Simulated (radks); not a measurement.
All-electron atom: Au II in [Xe] 4f14 5d10. Calculated with a radial shooting solver on a logarithmic mesh with Libxc functionals: scalar-relativistic Kohn-Sham, MS2 meta-GGA, spin-polarised, spherical densities, finite nucleus; meta-GGA in the generalised Kohn-Sham scheme; Fermi nuclear charge, rms radius 5.4371 fm. Some entries of the table are withheld. Estimate them.

orbital  occ.  eigenvalue (hartree)  <1/r> (bohr^-1)  r(max) (bohr)
1s          2                   (1)            95.73        0.01042
2s          2             -524.5746              (2)        0.06013
2p          6             -453.3991            19.97        0.04982
3s          2             -124.2436            8.329         0.1694
3p          6             -103.5337            7.594         0.1689
3d         10             -81.42732            7.143         0.1377
4s          2             -27.32308            3.563         0.3827
4p          6                   (3)            3.220         0.4027
4d         10                   (4)            2.886         0.4103
5s          2              -4.30553            1.449            (5)
4f         14              -3.28995            2.461         0.3758
5p          6              -2.52567            1.230         0.9544
5d         10              -0.56302           0.8404          1.210

Answer. 
(1) 1s eigenvalue (hartree): -2969.554
(2) 2s <1/r> (bohr^-1): 22.46
(3) 4p eigenvalue (hartree): -20.51854
(4) 4d eigenvalue (hartree): -12.33853
(5) 5s r(max) (bohr): 0.8488
